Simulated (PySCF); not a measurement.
GeH4, SMILES [GeH4].

Geometry optimised at ωB97X-D3(BJ)/def2-TZVPD. The isomer is the one that the SMILES or the coordinates give; other isomers of the formula were not compared.

Level of theory: PBE/def2-TZVPD in PySCF.

Symmetry labels are those of the subgroup D2 that the program uses (full group Td).

Computed valence orbital energies around the gap with their symmetry:
| orbital | symmetry | energy (eV) |
|---|---|---|
| HOMO−7 | B2 | -29.59 |
| HOMO−6 | B3 | -29.59 |
| HOMO−5 | A | -29.52 |
| HOMO−4 | A | -29.52 |
| HOMO−3 | A | -13.93 |
| HOMO−2 | B1 | -8.35 |
| HOMO−1 | B2 | -8.35 |
| HOMO | B3 | -8.35 |
| LUMO | A | -0.42 |
| LUMO+1 | B1 | 0.33 |
| LUMO+2 | B2 | 0.33 |
| LUMO+3 | B3 | 0.33 |
